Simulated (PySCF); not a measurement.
# Two-component Hartree-Fock for Ho(43+) (holmium, charge +43)

Start: [Ar] 3d6; 3d3/2 filled at m_j = -3/2, -1/2, +1/2, +3/2; 3d5/2 filled at m_j = +3/2, +5/2. Calculated with PySCF 2.14 in an even-tempered Gaussian basis (16 s from 9.8 bohr⁻², ratio 2.8; 12 p from 13 bohr⁻², ratio 2.8; 8 d from 13 bohr⁻², ratio 2.8; 3 f from 45 bohr⁻², ratio 3): generalised Hartree-Fock with the X2C-1e Hamiltonian and a Gaussian nucleus; one run each with spin-orbit coupling (SO) switched off, then screened by Boettger's factors.

| spinor shell | electrons | ε, spin-free (eV) | ε, screened SO (eV) | weight of nominal j (screened SO) | rms radius, screened SO (bohr) |
| --- | --- | --- | --- | --- | --- |
| 1s1/2 | 2 | -58237.1 | -58222.4 | 1.000 | 0.0236 |
| 2s1/2 | 2 | -11750.1 | -11744.2 | 1.000 | 0.0948 |
| 2p1/2 | 2 | -10675.4 | -11292.6 | 1.000 | 0.0810 |
| 3s1/2 | 2 | -4210.1 | -4208.3 | 1.000 | 0.236 |
| 3p1/2 | 2 | -3870.7 | -4025.2 | 0.998 | 0.227 |
| 3p3/2 | 4 | -3870.7 | -3803.2 | 0.999 | 0.240 |
| 3d3/2 | 4 | -3506.2 | -3526.2 | 0.975 | 0.208 |
| 3d5/2 | 2 | -3506.2 | -3481.6 | 0.975 | 0.211 |

Question: Where does 2p3/2 lie, and what is the 2p spin-orbit splitting (screened SO)?

Answer: At -10410.6 eV, 881.93 eV above 2p1/2.

```tsv
quantity	spin-free	screened SO
E (hartree)	-11189.35318	-11200.89026
M_J	4	4
⟨J²⟩	20.000	20.012
⟨L²⟩	6.000	11.871
⟨S²⟩	6.000	3.199
```

Each row is a mean over spinors that exchange with the open shell spreads, by up to 37.563 eV (3p3/2).

Breit and QED terms are absent; they matter most for the inner s and p1/2 levels.

Densities and radii are taken from the X2C orbitals without a picture-change correction, which distorts them close to the nucleus.

Without spin-orbit coupling the j labels of p, d and f shells carry no meaning; the spin-free column gives the mean over the occupied spinors of each nl shell.
